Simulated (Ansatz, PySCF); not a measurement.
Caution: the highest occupied level lies above zero, so the state may not be bound. This singlet lies 2.03 eV below the relaxed triplet at the level frozen-core CCSD(T)/aug-cc-pVTZ // B3LYP-D3(BJ)/def2-TZVPD (Ansatz, an electronic-structure program).

B3LYP has the VWN-RPA correlation part, as in Gaussian. 

**BF2, SMILES `F[B-]F` (lower singlet) (charge -1, multiplicity 1)**

The numbers are results of B3LYP-D3(BJ)/def2-TZVPD run with PySCF, not measurements.

```json
{
 "HOMO": "0.65 eV",
 "total_energy": "-6114.92 eV",
 "cost": "around 9 core-seconds (rough)"
}
```

```xyz
3

F     -1.1067    -0.2769     0.0000
B     -0.0004     0.5521     0.0000
F      1.1071    -0.2752     0.0000
```
Charge -1, spin multiplicity 1.
